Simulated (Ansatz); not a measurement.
A series at Sn: from `[SH][Sn]([SH])([SH])[SH]`, ligands are replaced one by one, each step taking up HCl and setting free H₂S; n counts the steps. Ansatz, PBE0-D4/def2-TZVP geometries. Each molecule was computed in one conformer, which needn't be the lowest.

CBS adds triple-zeta CCSD(T) − MP2 to the MP2 limit, frozen cores; atoms without spin–orbit coupling. Elements past krypton have def2 core potentials. Outer-core shells of Sn are correlated without core-valence functions. Spin–orbit coupling is left out.

| n | molecule | atomization energy, CCSD(T)/CBS (kJ/mol) |
| --- | --- | --- |
| 0 | `[SH][Sn]([SH])([SH])[SH]` | 2536.1 |
| 1 | `[SH][Sn]([SH])([SH])[Cl]` | 2242.6 |
| 2 | `[SH][Sn]([SH])([Cl])[Cl]` | 1945.0 |
| 3 | `[SH][Sn]([Cl])([Cl])[Cl]` | ? |
| 4 | `[Cl][Sn]([Cl])([Cl])[Cl]` | 1340.4 |

Task: By hand: fit a straight line y = ȳ + b (n − n̄) to the 4 given rows and predict n = 3.

Result: n̄ = 1.750, ȳ = 2016.03; Σ(n − n̄)(y − ȳ) = -2617.97, Σ(n − n̄)² = 8.750, so b = -299.20 kJ/mol a step. Prediction: 2016.03 + (-299.20) × (1.250) = 1642.0 kJ/mol.

Task: By hand: compare with the computed value, 1643.8 kJ/mol, and give the steps along the whole series.

Result: The line misses by 1.8 kJ/mol (computed minus predicted). Steps: -293.5, -297.6, -301.2, -303.4 kJ/mol.

The steps differ by at most 9.9 kJ/mol, 3.3 % of a mean step, so the ligands' effects nearly add and a line is close. The miss is 0.2 % of the series' range. The energies themselves are unsure by some kJ/mol a bond, though much of that is common to the series.
